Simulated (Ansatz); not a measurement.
Reaction (isomerisation): `[SiH3]/C=[CH]\[GaH2]` → `[SiH3][Ga]1[CH2][CH2]1`

Computed with Ansatz on PBE0-D4/def2-TZVP structures; ΔE is electronic, products minus reactants. CCSD(T)/CBS adds triple-zeta CCSD(T) − MP2 to the extrapolated MP2 energy (def2 sets, frozen cores). Functionals use def2-TZVPP. For Ga outer-core shells are correlated without core-valence functions, which leaves a few kJ/mol of doubt a bond. Scalar relativity is left out up to krypton.

`[SiH3]/C=[CH]\[GaH2]`:

```xyz
11

Si    0.242    0.668    1.332
C     0.168   -1.080    0.742
C    -0.079   -1.244   -0.564
Ga   -0.338    0.358   -1.705
H    -0.015    1.471    0.064
H     1.558    1.119    1.854
H    -0.813    1.067    2.300
H     0.316   -1.932    1.407
H    -0.131   -2.261   -0.960
H     0.884    0.946   -2.498
H    -1.792    0.887   -1.973
```

`[SiH3][Ga]1[CH2][CH2]1`:

Z-matrix (Å, degrees):
```
Si
Ga 1 2.539
H 1 1.497 2 110.8
H 1 1.495 2 121.2 3 126.5
H 1 1.495 2 106.3 3 -113.8
C 2 2.514 1 68.3 3 -73.7
C 2 2.242 1 101.3 3 -71.9
H 6 1.083 2 109.2 1 60.8
H 6 1.082 2 108.8 1 -67.3
H 7 1.085 2 101.8 1 117.4
H 7 1.085 2 102.2 1 -123.4
```

```json
{"level": "PBE0", "ΔE (kJ/mol)": "-13.5"}
{"level": "HF/def2-QZVPP", "ΔE (kJ/mol)": "53.2"}
```

What does CCSD(T)/CBS give? (Estimate.)

Computed: +3.5 kJ/mol. The listed levels differ from it by -17.0, 49.7 kJ/mol.

Largest T1 diagnostic among the species: 0.016.

In def2-TZVPP, CCSD(T) changes the Hartree–Fock value by −37.2 kJ/mol (the triples alone add −8.1 kJ/mol) and MP2 by −35.9 kJ/mol. From PBE to PBE0 (25 % exact exchange), in def2-TZVPP and without D4, ΔE moves by +18.7 kJ/mol.
